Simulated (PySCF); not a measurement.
Compound: C₆H₁₁PS.
Bonds: C1–C2 (double), C2–P3, P3–C4, C4–C5 (double), P3–C6, C6–S7, S7–C8. Hydrogens: H9, H10 on C1; H11 on C2; H12 on C4; H13, H14 on C5; H15, H16 on C6; H17, H18, H19 on C8.

The same species was optimised twice, with GFN2-xTB and with PBE0-D3(BJ)/def2-SVP (PySCF), and the same property calculations (PySCF, gas phase) were run on both structures.

```tsv
coordinate	GFN2-xTB	PBE0-D3(BJ)/def2-SVP	change
C1=C2 (Å)	1.322	1.335	+0.013
C4=C5 (Å)	1.324	1.336	+0.012
S7–C8 (Å)	1.815	1.804	-0.011
C6–S7 (Å)	1.823	1.811	-0.012
P3–C4 (Å)	1.820	1.821	+0.001
C2–P3 (Å)	1.827	1.825	-0.002
P3–C6 (Å)	1.870	1.870	0.000
C2–P3–C6 (°)	95.6	98.5	+2.9
C2–P3–C4 (°)	98.9	100.7	+1.8
C4–P3–C6 (°)	96.7	98.2	+1.5
P3–C4–C5 (°)	124.7	125.9	+1.2
C6–S7–C8 (°)	98.4	99.6	+1.2
P3–C6–S7 (°)	110.2	109.3	-0.9
C1–C2–P3 (°)	122.4	121.8	-0.6
C1–C2–P3–C4 (°)	-132	-133	-1
C2–P3–C4–C5 (°)	36	33	-3
C2–P3–C6–S7 (°)	170	178	+8
P3–C6–S7–C8 (°)	166	-167	+27
```

Rotational constants: A = 2375, B = 774.5, C = 634.9 MHz (GFN2-xTB) against A = 2316, B = 764.1, C = 637.7 MHz (PBE0-D3(BJ)/def2-SVP). Point groups within 0.08 Å: C1 and C1. Atoms that the bonding makes alike are paired by their places after alignment.

On the GFN2-xTB structure: HOMO (eV) -6.39 [PBE0/pcSseg-1]; LUMO (eV) -0.48 [PBE0/pcSseg-1]; dipole (D) 2.49 [PBE0/pcSseg-1]; GIAO shielding of C1/C5 (mean) (ppm) 51.5 [PBE0/pcSseg-1]; GIAO shielding of C2/C4 (mean) (ppm) 37.1 [PBE0/pcSseg-1]; GIAO shielding of P3 (ppm) 360.0 [PBE0/pcSseg-1]; GIAO shielding of C6 (ppm) 143.9 [PBE0/pcSseg-1]; GIAO shielding of S7 (ppm) 568.8 [PBE0/pcSseg-1]; GIAO shielding of C8 (ppm) 162.3 [PBE0/pcSseg-1].

Q: What do these properties become on the PBE0-D3(BJ)/def2-SVP structure?

A: 
```tsv
property	level	on GFN2-xTB	on PBE0-D3(BJ)/def2-SVP	change
HOMO (eV)	PBE0/pcSseg-1	-6.39	-6.43	-0.04
LUMO (eV)	PBE0/pcSseg-1	-0.48	-0.59	-0.11
dipole (D)	PBE0/pcSseg-1	2.49	2.68	+0.19
energy, GFN2-xTB geometry as zero (kcal/mol)	PBE0/pcSseg-1	0.0	-1.5	-1.5
GIAO shielding of C1/C5 (mean) (ppm)	PBE0/pcSseg-1	51.5	47.6	-3.9
GIAO shielding of C2/C4 (mean) (ppm)	PBE0/pcSseg-1	37.1	35.6	-1.5
GIAO shielding of P3 (ppm)	PBE0/pcSseg-1	360.0	353.8	-6.2
GIAO shielding of C6 (ppm)	PBE0/pcSseg-1	143.9	143.7	-0.2
GIAO shielding of S7 (ppm)	PBE0/pcSseg-1	568.8	582.7	+13.9
GIAO shielding of C8 (ppm)	PBE0/pcSseg-1	162.3	161.3	-1.0
```

The heavy atoms differ by 0.208 Å rms after alignment. Among bonds between heavy atoms C1=C2, C4=C5 and C6–S7 change most and about equally (-0.012 to +0.013 Å). Changes are differences of the printed values. Neither structure is proved a minimum here.

Conformer computed: `[CH2:1]=[CH:2][P:3]([CH:4]=[CH2:5])[CH2:6][S:7][CH3:8]`: C1–C2–P3–C4 -133°, C2–P3–C4–C5 33°, C2–P3–C6–S7 178°, P3–C6–S7–C8 -167°.
